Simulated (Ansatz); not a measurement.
Computed with Ansatz on PBE0-D4/def2-TZVP structures; ΔE is electronic, products minus reactants. CBS: MP2 limit from def2 TZ/QZ plus the TZ coupled-cluster correction, frozen cores. This one scheme is used for every species. Functionals use def2-TZVPP. One conformer a species, not always the lowest.

Consider the ligand exchange at a B–C bond: `NB(Cl)CF` + `O[SiH3]` → `NB(Cl)O[SiH3]` + `CF`.

```tsv
level	ΔE (kJ/mol)
PBE	-111.4
HF/def2-QZVPP	-141.1
SCS-MP2/def2-QZVPP	-126.2
HF/CBS(def2)	-141.3
```

Task: What does CCSD(T)/CBS give? (An estimate is asked.)

Result: Ansatz gave: -122.5 kJ/mol. The listed levels differ from it by 11.1, -18.6, -3.7, -18.8 kJ/mol.

Largest T1 diagnostic among the species: 0.011.

At CCSD(T), def2-SVP lies −10.4 kJ/mol from the extrapolated value and def2-TZVPP −0.6 kJ/mol. From BLYP to BHLYP (50 % exact exchange), in def2-TZVPP and without D4, ΔE moves by −11.0 kJ/mol. In def2-TZVPP, CCSD(T) changes the Hartree–Fock value by +16.5 kJ/mol (the triples alone add +1.6 kJ/mol) and MP2 by +15.3 kJ/mol.
